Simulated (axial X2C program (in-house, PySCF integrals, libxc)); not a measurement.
## HfP: bond constants with and without spin–orbit coupling

Computed with an in-house all-electron X2C program for linear molecules (integrals from PySCF). Spin-free means the one-electron spin-free X2C Hamiltonian; two-component (2c) means X2C with spin–orbit coupling and atomic mean-field two-electron Coulomb and Gaunt terms, so the difference of the two also holds small scalar two-electron terms. Basis: Hf dyall-cv3z [13s14p9d7f4g], P dyall-v3z [8s7p2d1f] (cores contracted in-house); Gaussian nuclei, density fitting, unrestricted open shells. Masses: Hf 179.947 u, P 30.974 u.

Input:
```json
{"zs": [72, 15], "q": 0, "bas": ["dyall-cv3z", "dyall-v3z"], "levels": ["PBE0", "HF", "LDA"], "cc": true, "r0": 2.3, "thr": -1.0, "nmax": 90, "npts": 10, "nst": 2, "ntry": 6}
```
```bash
python so2c.py task.json out
```

Keys: zs atomic numbers; q charge; bas basis sets; levels methods; cc coupled cluster on or off; r0 starting distance in Å; thr threshold in hartree for freezing inner shells (an s shell follows its p shell); nmax most natural virtual spinors; npts points on the curve; nst determinants followed; ntry starts of the search. HF also brings MP2.

State, spin-free: M_S = 1/2, Λ = 0 (beyond evenly filled blocks: σα); electrons by block: σα: 18, σβ: 17, π+α: 9, π+β: 9, π-α: 9, π-β: 9, δ+α: 3, δ+β: 3, δ-α: 3, δ-β: 3, φ+α: 1, φ+β: 1, φ-α: 1, φ-β: 1. Fragments: Hf + P.

State, 2c: Ω = 1/2 (⟨Sz⟩ = 0.49, ⟨Lz⟩ = 0.01 at PBE0); electrons by block: 1/2: 27, -1/2: 26, 3/2: 12, -3/2: 12, 5/2: 4, -5/2: 4, 7/2: 1, -7/2: 1. Fragments: Hf + P.

| Hamiltonian | level | Re (Å) | ωe (cm⁻¹) | Be (cm⁻¹) | αe (cm⁻¹) | De (eV) | μ (D) |
| --- | --- | --- | --- | --- | --- | --- | --- |
| spin-free | PBE0 | 2.184 | 519.0 | 0.1338 | 0.000388 | 3.96 | -5.24 |
| spin-free | LDA | 2.182 | 506.6 | 0.134 | 0.000409 | 5.35 | -4.56 |
| 2c | PBE0 | 2.184 | 517.7 | 0.1338 | 0.000394 | n/a | -5.21 |
| 2c | LDA | 2.183 | 504.3 | 0.1339 | 0.000417 | n/a | -4.53 |

Dipoles are positive if P is the positive end.

The state is a single determinant with fixed occupations, the lowest that a limited PBE0 search found. Dissociation energies refer to the lowest single-determinant-based atoms at the same level and basis. De is not given where an atomic determinant may have missed its ground term or J level, or where the truncated virtual space spoils (T). Density functionals use the spin component along the axis (collinear). Without a current term, density functionals place determinants with orbital angular momentum somewhat too high.

No reliable constants came from CCSD (spin-free), CCSD(T) (spin-free), HF (2c), HF (spin-free), MP2 (2c), MP2 (spin-free): no minimum in range, unconverged points, a curve that is not smooth, a change of character along it, or the two Hamiltonians disagreeing along it.

Rough cost a point (2c) on 1 thread(s) of a shared host, integrals apart: PBE0 1.5 s, LDA 0.4 s.

The whole task took 3.7 min on 1 thread of Intel(R) Xeon(R) 6975P-C (Granite Rapids), on a shared host.
